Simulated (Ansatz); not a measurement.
Compare A (`C[C@H]1[SiH2][Si@@H]1F`) with its isomer B (`FC1([SiH3])C[SiH2]1`).

Calculated with Ansatz (gas phase, PBE0-D4/def2-TZVP geometries, no zero-point term in ΔE). CBS: MP2 limit from def2 TZ/QZ plus the TZ coupled-cluster correction, frozen cores. Functionals use def2-TZVPP. B3LYP here is the variant with VWN-RPA as its local correlation; programs differ in this.

(1) Which is lower in electronic energy at CCSD(T)/CBS, and by how much? (Estimate.)

(2) Give E(B) − E(A) in kcal/mol with B3LYP-D4, MP2/def2-TZVPP, PBE0-D4, B3LYP, r2SCAN-D4, CCSD/def2-TZVPP, CCSD(T)/def2-TZVPP. (An estimate is asked.)

Largest T1 diagnostic: 0.013.

Results:

(1) Computed: A, by 53.5 kcal/mol.

(2) Computed: B3LYP-D4 51.3, MP2/def2-TZVPP 54.5, PBE0-D4 52.8, B3LYP 51.6, r2SCAN-D4 52.7, CCSD/def2-TZVPP 53.1, CCSD(T)/def2-TZVPP 52.8. None reverses the order clearly.

From PBE to PBE0 (25 % exact exchange), in def2-TZVPP and without D4, E(B) − E(A) moves by +1.5 kcal/mol.
